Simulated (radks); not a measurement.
Question: Radial electron density D(r) = 4 pi r^2 rho(r) of an atom or ion with 37 electrons. Calculated with a radial shooting solver on a logarithmic mesh with Libxc functionals: scalar-relativistic Kohn-Sham, LDA (Slater exchange, Perdew-Wang correlation), spin-polarised, spherical densities, finite nucleus; Fermi nuclear charge, rms radius of each element as measured or else 0.836 A^(1/3) + 0.57 fm.

r (bohr)  D(r) (e/bohr)  spin D(r)
0.001417          1.428    0.00104
0.001637          1.847    0.00134
0.001905          2.414    0.00175
0.0022            3.102    0.00224
0.002541          3.970    0.00286
0.002935          5.060    0.00364
0.003389          6.417    0.00461
0.003946          8.193    0.00586
0.004557          10.26    0.00731
0.005263          12.74    0.00903
0.006078          15.69     0.0110
0.007019          19.12     0.0133
0.008171          23.26     0.0160
0.009437          27.61     0.0187
0.0109            32.27     0.0213
0.01259           37.04     0.0237
0.01465           41.91     0.0256
0.01692           45.99     0.0263
0.01954           49.19     0.0257
0.02257           51.16     0.0233
0.02607           51.66     0.0191
0.03035           50.61     0.0129
0.03505           48.48    0.00656
0.04047           45.96    0.00139
0.04674           44.07  -0.000182
0.05398           43.83    0.00445
0.06284           46.15     0.0181
0.07258           50.70     0.0393
0.08382           56.45     0.0652
0.0968            61.46     0.0898
0.1118            63.58      0.106
0.1301            61.16      0.112
0.1503            54.85      0.112
0.1736            46.96      0.123
0.2005            40.83      0.162
0.2315            39.01      0.232
0.2695            41.80      0.316
0.3113            46.03      0.354
0.3595            47.76      0.307
0.4151            44.33      0.178
0.4794            36.08     0.0386
0.5582            25.32    0.00296
0.6446            16.80      0.162
0.7444            11.88      0.498
0.8597            10.16      0.902
0.9929            9.831       1.22
1.156             9.096       1.33
1.335             7.369       1.22
1.542             5.052      0.959
1.78              2.904      0.661
2.073             1.348      0.405
2.394            0.5902      0.264
2.765            0.3011      0.214
3.193            0.2266      0.209
3.687            0.1995      0.197
4.293            0.1500      0.150
4.957           0.08786     0.0878
5.725           0.03785     0.0379
6.612           0.01155     0.0116
7.636          0.002404    0.00240
8.89          0.0002881   0.000288

What is the nuclear charge?

Answer: Z = 41. The innermost maximum, from 1s, lies near gamma/Z bohr with gamma = sqrt(1 - (Z/c)^2) = 0.954, here 0.0233 bohr (found: 0.0254), and its height grows with Z. The density is that of the niobium ion Nb4+ in [Ar] 3d10 4s1.5 4p6 4d1 5d0.5; the configuration itself is not fixed sharply by these data, and Z only to a few units. D(r) has 3 maxima, at r = 0.0254, 0.112, 0.354 bohr, and minima at 0.0510, 0.228 bohr, inside which lie 2.03, 11.10 electrons.
